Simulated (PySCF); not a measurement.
B(vinyl)(OH)(OMe) (C3H7BO2), SMILES C=CB(O)OC.

Geometry: PBE0-D3(BJ)/def2-SVP. One conformer was computed; it need not be the lowest.

Two levels are set side by side: TDDFT-PBE/def2-SVPD (PySCF) and TDDFT-B3LYP/def2-SVPD (PySCF). Vertical, same geometry. The lowest singlet is HOMO−1→LUMO 79 %, HOMO−2→LUMO 15 % with PBE and HOMO−2→LUMO 61 %, HOMO−1→LUMO 35 % with the other functional; states are paired by order. Differences are taken from unrounded values.

```json
[
 {"quantity": "lowest singlet excitation (eV)", "TDDFT-B3LYP": "6.24"},
 {"quantity": "lowest triplet excitation (TDA) (eV)", "TDDFT-B3LYP": "4.12"},
 {"quantity": "first bright state (f over 0.05) (eV)", "TDDFT-B3LYP": "6.79"},
 {"quantity": "its oscillator strength", "TDDFT-B3LYP": "0.30"}
]
```

### Question
What does TDDFT-PBE give, and how far is it from TDDFT-B3LYP? (An estimate is asked for; the answer gives what the named calculation found.)

### Answer

| quantity | TDDFT-PBE | TDDFT-PBE minus TDDFT-B3LYP |
|---|---|---|
| lowest singlet excitation (eV) | 5.48 | -0.76 |
| lowest triplet excitation (TDA) (eV) | 4.17 | 0.05 |
| first bright state (f over 0.05) (eV) | 6.56 | -0.22 |
| its oscillator strength | 0.07 | -0.24 |

A lower first singlet is the usual sign of a functional without exact exchange. Differences between two approximate levels are no errors against the true value.

Rough cost on one machine, each run with all the roots and properties that it gave: TDDFT-B3LYP against TDDFT-PBE about 4 times.
